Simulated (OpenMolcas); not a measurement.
# Al2+: effect of the level shift or regulariser

```
Program             : OpenMolcas
Basis               : ANO-RCC-VTZP [5s4p2d1f]
Scalar Hamiltonian  : DKH2, point nucleus
Active space        : 1 electron in 4 orbitals (3s 3p)
State averaging     : 2S+1 = 2 even, 1 root; 2S+1 = 2 odd, 3 roots
Spin-orbit coupling : state interaction with AMFI integrals over the reference wave functions, term energies averaged over their components
```

Methods on the same reference wave functions:
A. CASSCF
B. SS-CASPT2, IPEA 0.25 Eh, imaginary shift 0.1 Eh (closed shells correlated: 2s 2p)
C. SS-CASPT2, IPEA 0.25 Eh, real shift 0.2 Eh (closed shells correlated: 2s 2p)

Energies in cm⁻¹ above 3s ²S_1/2, the measured ground level; measured values from NIST levels in Kelleher and Podobedova, J. Phys. Chem. Ref. Data 37, 709 (2008).

```csv
Level,A,B,C,Measured
3s ²S_1/2,0.0,0.0,0.0,0.0
3p ²P°_1/2,52828,53514,53513,53683
3p ²P°_3/2,53019,53705,53704,53917
```

Deviations, from unrounded energies. A percentage is the sum of absolute deviations over the sum of measured energies, with the sign that they share, or ± where signs differ.

```csv
Against measurement,Levels,A,B,C
mean absolute deviation (cm-1),2,880,190,190
other configurations (%),2,-1.6,-0.4,-0.4
```

B, C lie about equally close to measurement and A furthest from it. The largest miss of B in the table is 3p ²P°_3/2, by -210 cm-1. The ranking rests on the paired levels alone, and a cruder setting can come out closer through cancelling errors.

Between B and C no level of the table moves by more than 5 cm-1.

The lowest spin-free term lies below A's lowest term by 0.206 hartree in B, 0.206 hartree in C.

With one active electron the reference holds no correlation, so core polarisation is missing (holds for A). With one active electron, CASPT2 adds the correlation within the correlated inactive shells and between them and that electron, and leaves the splitting within a term as the reference gives it (holds for B; C). Computed and measured levels are paired by configuration, term and J; levels that our copy of the source lacks, or whose pairing is in doubt (as where it misses far off the trend of its configuration), stay unpaired and out of the deviations. Levels of configurations outside the active space are missing.

° marks odd parity.
